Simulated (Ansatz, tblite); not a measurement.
Removing and adding an electron: Si10H18S, a cluster cut from the lattice of silicon (1 of the caps SH). The state is a singlet with charge 0. Geometry: PBE-D4/def2-SVP. Ansatz, gas phase; energy differences of separate SCF runs; the oxidised species was run as a doublet alone; the reduced species was run as a doublet alone.

```xyz
29

Si   -0.970   -2.555    0.718
Si   -1.046   -0.495    3.929
Si    0.731   -1.175   -2.427
Si    2.343    2.254   -2.396
Si    0.626    0.948    0.790
Si   -0.542   -0.611   -0.535
Si   -0.676    1.468    2.679
Si   -2.265   -2.018    2.609
Si    1.046    2.855   -0.523
Si    1.112    0.747   -3.725
S    -0.349   -2.606   -3.658
H    -1.656   -3.589   -0.143
H     0.355   -3.124    1.161
H    -1.780   -0.192    5.212
H     0.286   -1.109    4.279
H    -0.616   -3.463   -2.629
H     2.059   -1.717   -1.950
H     2.738    3.470   -3.196
H     3.601    1.572   -1.921
H     1.931    0.324    1.222
H    -1.845    0.009   -0.976
H    -1.999    2.006    2.198
H    -0.009    2.530    3.517
H    -3.543   -1.364    2.151
H    -2.618   -3.255    3.396
H    -0.280    3.396   -0.995
H     1.731    3.925    0.291
H    -0.215    1.363   -4.084
H     1.850    0.407   -4.995
```

The xTB rows come from tblite.

```csv
level,−HOMO (eV),vertical IE (eV),−LUMO (eV),vertical EA (eV),HOMO–LUMO gap (eV),IE − EA (eV),remarks
GFN1-xTB,10.84,12.27,8.06,6.41,2.78,5.86,–
PBE0-D4/def2-SVP,7.07,8.44,1.21,0.13,5.87,8.32,HOMO above zero (-1 doublet)
```

(1) Estimate the rows for GFN2-xTB, PBE-D4/def2-SVP.

## Answers

(1) 
```
          level  −HOMO (eV)  vertical IE (eV)  −LUMO (eV)  vertical EA (eV)  HOMO–LUMO gap (eV)  IE − EA (eV)                       remarks
       GFN2-xTB        9.17             10.78        6.11              4.39                3.07          6.39                             –
PBE-D4/def2-SVP        5.93              7.96        1.89              0.29                4.04          7.67  HOMO above zero (-1 doublet)
```

Relaxing the oxidised species (PBE-D4/def2-SVP) changes its energy by -0.33 eV at PBE-D4/def2-SVP, so the adiabatic ionisation energy to this nearest minimum is 7.64 eV. At PBE0-D4/def2-SVP it is 8.01 eV.     A HOMO above zero means that the electron is unbound at that level or that self-interaction error raises the level; the energy of removing that electron tells which. Raw xTB energy differences between charge states are shifted by several eV; the methods need an empirical correction for them. Sets without diffuse functions give affinities that are too small.
